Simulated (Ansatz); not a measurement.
Compare A (`[AlH2]/[N]=C\S`) with its isomer B (`C=[N][AlH][SH]`).

Isolated molecules relaxed with PBE0-D4/def2-TZVP in Ansatz; ΔE leaves out vibrations. CCSD(T)/CBS adds triple-zeta CCSD(T) − MP2 to the extrapolated MP2 energy (def2 sets, frozen cores). Functionals use def2-TZVPP. Each species was taken in one conformer, which may not be the lowest.

A:

```xyz
8

Al   -1.2206   -1.1270   -1.1141
N    -0.1755    0.0090   -0.2919
C     0.5739    0.7593    0.3461
S     1.3094    0.3090    1.8956
H    -2.7656   -1.0624   -0.7920
H    -0.5519   -2.1176   -2.1470
H     0.8555    1.7695    0.0193
H     1.9748    1.4603    2.0840
```

B:

```xyz
8

C     1.291    0.099   -1.543
N     0.492    0.187   -0.596
Al   -0.635    0.318    0.727
S    -1.283   -1.549    1.658
H     0.961    0.007   -2.589
H     2.383    0.108   -1.398
H    -1.141    1.729    1.206
H    -2.069   -0.900    2.535
```

Task: Which is lower in electronic energy at CCSD(T)/CBS, and by how much? (An estimate is asked.)

Result: Ansatz gave: B, by 122.6 kJ/mol.

Task: Give E(B) − E(A) in kJ/mol with CCSD(T)/def2-TZVPP, CCSD(T)/def2-SVP, r2SCAN-D4, B2PLYP, PBE-D4, CCSD/def2-TZVPP, LDA (SPW92). (Estimate.)

Result: Computed: CCSD(T)/def2-TZVPP -121.6, CCSD(T)/def2-SVP -116.6, r2SCAN-D4 -112.2, B2PLYP -116.1, PBE-D4 -103.8, CCSD/def2-TZVPP -125.4, LDA (SPW92) -98.2. None reverses the order clearly.

Task: Does the order hold for the free energy at 298.15 K (harmonic terms from PBE0-D4)? (An estimate is asked.)

Result: Computed: Yes: G(B) − G(A) = -116.9 kJ/mol, for one conformer each.

Largest T1 diagnostic: 0.015.

Leaving LDA and LC-ωPBE aside and taking each functional with its dispersion term where it has one, the values, not all of them listed here, spread over 21.5 kJ/mol, from BHLYP-D4 to revPBE-D4. LDA lies +6.6 kJ/mol from PBE without D4. From r2SCAN to r2SCAN0 (25 % exact exchange), in def2-TZVPP and without D4, E(B) − E(A) moves by −6.8 kJ/mol.
